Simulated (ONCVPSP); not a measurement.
Building the ONCV potential for lithium (Li) (BLYP, scalar-relativistic).

```json
{
  "Element": "lithium (Li)",
  "Generator": "ONCVPSP 4.0.1",
  "Type": "optimised norm-conserving Vanderbilt (ONCV)",
  "Functional": "BLYP",
  "Relativity": "scalar-relativistic",
  "Frozen core": "none",
  "Valence charge": "3",
  "Reference configuration": "1s2 2s1",
  "Partial waves": "1s+2s: rc 0.90 bohr, ncon 5, nbas 9, qcut 12.1 1/bohr, 2 projectors; p scattering state at 0.05 Ha: rc 0.95 bohr, ncon 4, nbas 7, qcut 10.4 1/bohr, 1 projector",
  "Local potential": "polynomial inside 0.90 bohr (lpopt 3, dvloc0 2 Ha)",
  "Core correction": "none"
}
```

Poles of the logarithmic derivatives, all-electron (AE) and pseudo (PS). s: poles at -0.6 (AE) and -0.6 (PS) Ha. p: poles at no energy (AE) and no energy (PS) Ha. Test radii: s 0.91, p 0.96 bohr.

- Cutoffs needed: 60 Ha and 73 Ha (the cutoffs (Ha) at which the residual kinetic energy of the hardest occupied pseudo-wave falls to 1 and 0.1 mHa per electron)
- Ghost test: no bound ghost flagged; no localised positive-energy state flagged
- Largest excitation error: +356 meV (all-electron minus pseudo) for 1s1 2s1, out of 4 test configurations
